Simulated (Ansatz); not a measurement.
```yaml
atoms:
  - { symbol: Ti, position_ang: [0.0000, 0.0000, -0.4199] }
  - { symbol: O, position_ang: [0.0000, 1.4317, 0.5774] }
  - { symbol: O, position_ang: [0.0000, -1.4317, 0.5774] }
```

Basis set: 6-31G* (spherical functions). Correlated methods keep 7 orbitals frozen. Charge 0, multiplicity 1.

Computed with Ansatz (development build ahead of 0.2.0); each method stands on the lowest determinant of its kind that the runs found. Restricted open shells among the atoms or ions are ROHF, correlated in semicanonical orbitals with singles.

Task: Give the atomization energy at this shape (free ground-state atoms in the same class of orbitals less the molecule, no zero-point energy) of singlet TiO2 by RHF-MP2, RHF.

Result:

```tsv
method	atomization energy
RHF-MP2	13.69 eV
RHF	2.94 eV
```

Caution: in another basis set an unrestricted determinant lies well below; other spin multiplicities were not run; the shape is not the minimum.
